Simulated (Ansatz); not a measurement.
C₂H₆FNSi, SMILES `FC1NC[SiH2]1`. The species carries charge 0 and has multiplicity 1. All single points use the PBE0-D4/def2-TZVP geometry.

```xyz
11

F    -1.482    1.404   -0.523
C    -0.180    0.885   -0.749
N     0.602    0.815    0.427
C     0.284   -0.467    1.072
Si   -0.196   -1.023   -0.678
H     0.244    1.509   -1.537
H     0.714    1.649    0.991
H     1.148   -0.928    1.553
H    -0.551   -0.427    1.781
H     0.899   -1.692   -1.425
H    -1.483   -1.725   -0.912
```

What is the dipole moment at ωB97M-V/def2-TZVPP? (Estimate.)

Computed: 1.52 D, with components (1.21, -0.70, 0.59) D in this frame, pointing from negative to positive charge.

And with PBE, r2SCAN, B3LYP? (An estimate is asked.)

The calculation gave: PBE 1.47 D, r2SCAN 1.51 D, B3LYP 1.54 D.

Give the Mulliken charges with ωB97M-V, PBE, r2SCAN in def2-TZVPP. (An estimate is asked.)

Computed: 
```csv
atom,ωB97M-V,PBE,r2SCAN
F1,-0.25,-0.22,-0.26
C2,0.03,0.05,0.11
N3,-0.19,-0.18,-0.23
C4,-0.28,-0.19,-0.16
Si5,0.27,0.25,0.35
H6,0.11,0.08,0.06
H7,0.10,0.13,0.12
H8,0.12,0.10,0.07
H9,0.13,0.10,0.08
H10,-0.02,-0.06,-0.07
H11,-0.02,-0.06,-0.08
```

B3LYP here is the variant with VWN-RPA as its local correlation; programs differ in this.
